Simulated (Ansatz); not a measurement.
`[F][GaH][SH]` and `[OH][GaH][F]` differ in one element.

Ansatz, PBE0-D4/def2-TZVP geometries, multiplicity 1. Each molecule was computed in one conformer, which needn't be the lowest.

Scalar relativity is left out up to krypton.

```tsv
property	`[F][GaH][SH]`
HOMO–LUMO gap (PBE/def2-TZVPP) / eV	4.84
HOMO–LUMO gap (PBE0/def2-TZVPP) / eV	6.83
LUMO energy (PBE/def2-TZVPP) / eV	-2.02
LUMO energy (ωB97M-V/def2-TZVPP) / eV	0.46
ideal-gas entropy at 298 K and 1 bar (rigid rotor, harmonic PBE0-D4/def2-TZVP) / J/(mol·K)	303
size of the dipole moment (B3LYP/def2-TZVPP) / D	1.27
```

**Question.** What does the change do to each property? (Estimate.)

**Answer.** Ansatz gave: 
| property | `[OH][GaH][F]` | shift |
| --- | --- | --- |
| HOMO–LUMO gap (PBE/def2-TZVPP) / eV | 5.96 | 1.12 |
| HOMO–LUMO gap (PBE0/def2-TZVPP) / eV | 8.42 | 1.59 |
| LUMO energy (PBE/def2-TZVPP) / eV | -1.73 | 0.29 |
| LUMO energy (ωB97M-V/def2-TZVPP) / eV | 0.74 | 0.28 |
| ideal-gas entropy at 298 K and 1 bar (rigid rotor, harmonic PBE0-D4/def2-TZVP) / J/(mol·K) | 289 | -14 |
| size of the dipole moment (B3LYP/def2-TZVPP) / D | 3.39 | 2.12 |

With PBE0 the HOMO falls by 1.29 eV and the LUMO rises by 0.31 eV, so the gap widens by about 1.60 eV. PBE moves the HOMO by -0.83 eV and ωB97M-V by -1.46 eV. Dipoles are sizes alone; their direction can turn.

B3LYP here is the variant with VWN-RPA as its local correlation; programs differ in this.
